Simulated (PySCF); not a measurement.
## Polarisability and C₆ of Re³⁺ (rhenium, charge +3)

[Xe] 4f14 5d4, high-spin 5D determinant. Computed with PySCF 2.14 in aug-cc-pVTZ-PP with ECP60MDF (6s6p5d3f2g, 88 functions), with scalar relativity through the core potential. Coupled (time-dependent) response in atomic units; α is the mean over directions.

```
 method  mean α (bohr³)         α xx, yy, zz  C₆ (like pair)  S(−4)
wB97X-V           7.283  6.971, 6.971, 7.906           37.76  14.65
 revPBE           7.464  7.139, 7.139, 8.115           38.80  15.81
```

S(−4) is the Cauchy moment in α(ω) = α(0) + S(−4) ω² + …

Spin-orbit coupling is absent.

α(iu) at revPBE:

```csv
u (hartree),α(iu) (bohr³)
0,7.464
0.0500,7.425
0.100,7.312
0.200,6.915
0.300,6.395
0.500,5.340
0.750,4.269
1.00,3.465
1.50,2.384
2.00,1.718
3.00,0.9894
5.00,0.4332
```

A single London oscillator, α(iu) = α/(1 + u²/ω²), gives C₆ = (3/4) ω α². Matching the computed C₆ needs ω = 4 × 38.80 / (3 × 7.464²) = 0.929 hartree.

For an ion, C₆ is the dispersion term alone; charge-induced terms of lower order in 1/R come first.

The components differ because the open shell of this determinant is not spherical; for a pure term their mean is the scalar polarisability.

Energies and moments cover only the electrons outside the core potential. Spin-orbit coupling, absent here, splits the open shell strongly.
